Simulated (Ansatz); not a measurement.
Cost and result for the atomization energy of C2H7GeN, SMILES `C1[CH2][GeH2][NH]1` (11 atoms, 11 bonds).

```tsv
atom	x (Å)	y (Å)	z (Å)
C1	-0.807	-0.733	-0.201
C2	-0.777	0.695	0.390
Ge3	1.172	0.644	0.119
N4	0.512	-0.789	-0.855
H5	-0.922	-1.470	0.605
H6	-1.627	-0.893	-0.911
H7	-1.157	0.788	1.405
H8	-1.266	1.430	-0.248
H9	2.038	0.314	1.360
H10	1.897	1.715	-0.719
H11	0.937	-1.700	-0.945
```

Total charge 0; spin multiplicity 1. Correlated methods include outer-core shells of Ge, which these sets cover unevenly. Scalar relativity is left out up to krypton. The geometry is a stationary point of PBE0-D4/def2-TZVP. Program: Ansatz. All runs use 4 threads of an Intel Xeon 6975P-C on a shared host. Times are those of one run each, without the atoms' runs, and a repeat can differ threefold. Electronic energies, without spin–orbit coupling; frozen cores. CCSD(T)/CBS adds CCSD(T) − MP2 in def2-TZVPP to the MP2 limit, and its time is that of the two runs behind it. T1 = 0.011. With those shells the extrapolation isn't a true limit. HSE06 is the plane-wave form, built on full-range PBE exchange.

CCSD(T)/CBS is a level of theory with its own doubt, some kJ/mol a heavy atom from the limit and from the frozen cores, so smaller differences don't rank the functionals.

```json
{"level": "revPBE-D4/def2-TZVPP", "functions": "239", "wall time": "0.95 s"}
{"level": "PBE-D4/def2-TZVPP (with forces)", "functions": "239", "wall time": "1.2 s"}
{"level": "PBE0-D4/def2-TZVPP", "functions": "239", "wall time": "1.5 s"}
{"level": "HSE06-D4/def2-TZVPP", "functions": "239", "wall time": "1.8 s"}
{"level": "r2SCANh-D4/def2-TZVPP", "functions": "239", "wall time": "2.2 s"}
{"level": "r2SCAN-D4/def2-TZVPP (with forces)", "functions": "239", "wall time": "2.3 s"}
{"level": "PBE-QIDH/def2-TZVPP", "functions": "239", "wall time": "2.8 s"}
{"level": "B2PLYP/def2-TZVPP", "functions": "239", "wall time": "2.9 s"}
{"level": "CCSD(T)/def2-SVP", "functions": "109", "wall time": "3.3 s"}
{"level": "ωB97X-V/def2-TZVPP", "functions": "239", "wall time": "3.4 s"}
{"level": "MP2/def2-QZVPP", "functions": "470", "wall time": "13 s"}
{"level": "CCSD(T)/def2-TZVPP", "functions": "239", "wall time": "36 s"}
{"level": "CCSD(T)/CBS(def2)", "functions": "–", "wall time": "48 s"}
```

(1) What atomization energy does each give, and how far from CCSD(T)/CBS? (Best estimate.)

Answers

(1) The calculation gave: 
```csv
level,atomization (kcal/mol),difference from CCSD(T)/CBS,per bond
revPBE-D4/def2-TZVPP,914.6,-7.2,-0.7
PBE-D4/def2-TZVPP (with forces),936.3,14.5,1.3
PBE0-D4/def2-TZVPP,922.5,0.7,0.1
HSE06-D4/def2-TZVPP,923.0,1.2,0.1
r2SCANh-D4/def2-TZVPP,914.4,-7.4,-0.7
r2SCAN-D4/def2-TZVPP (with forces),919.1,-2.7,-0.2
PBE-QIDH/def2-TZVPP,916.3,-5.5,-0.5
B2PLYP/def2-TZVPP,909.4,-12.4,-1.1
CCSD(T)/def2-SVP,868.0,-53.8,-4.9
ωB97X-V/def2-TZVPP,925.4,3.6,0.3
MP2/def2-QZVPP,919.9,-1.9,-0.2
CCSD(T)/def2-TZVPP,899.6,-22.2,-2.0
CCSD(T)/CBS(def2),921.8,0.0,0.0
```

From BLYP to BHLYP (50 % exact exchange), in def2-TZVPP and without D4, the atomization energy moves by −15.2 kcal/mol: exact exchange takes away binding that semilocal exchange gives to molecules. The D4 term adds +8.1 kcal/mol with B3LYP and +4.2 kcal/mol with PBE0; it sums over pairs of atoms, weighted by their polarisabilities, and B3LYP, whose exchange is more repulsive, gets the larger term. Leaving LDA and LC-ωPBE aside and taking each functional with its dispersion term where it has one, the values, not all of them listed here, spread over 41.7 kcal/mol, from BHLYP-D4 to PBE-D4. LDA lies +124.0 kcal/mol from PBE without D4, its usual overbinding.

B3LYP here is the variant with VWN-RPA as its local correlation; programs differ in this.
